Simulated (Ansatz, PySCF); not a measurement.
Dimer: HF (SMILES F) (first 2 atoms) with HCl (SMILES Cl); geometry from B3LYP-D3(BJ)/def2-TZVP.
(charge 0, multiplicity 1):
```xyz
4

F     -0.012    -0.084    -0.139
H      0.154     0.134     0.751
Cl    -0.026     0.481     3.007
H     -1.240     0.063     2.989
```

Monomers are frozen at their geometry in the pair; levels with a basis set take the counterpoise correction.

Frozen-core correlation. CBS(a, b) extrapolates the correlation energy as X⁻³ and adds the Hartree–Fock energy of set b. Rows in 6-31G* carry no dispersion term and start afresh at each structure (6-31G* with six Cartesian d functions). MP2/6-31G* freezes PySCF's default core.

Codes used: Ansatz (Gaussian orbitals); PySCF for 6-31G* rows, the dispersion terms. Values without a source in brackets are computed.

**Question.** Estimate the interaction energy that CCSD(T)/CBS(aug-cc-pV(T+d)Z, aug-cc-pV(Q+d)Z) returns for this input.

**Answer.** -3.0 kcal/mol

**Question.** Give the interaction energy at the level MP2/6-31G*.

**Answer.** -1.2 kcal/mol

**Question.** Estimate the interaction energy that PBE-D4/def2-TZVPPD returns for this input.

**Answer.** -3.7 kcal/mol

Ansatz is an electronic-structure program.
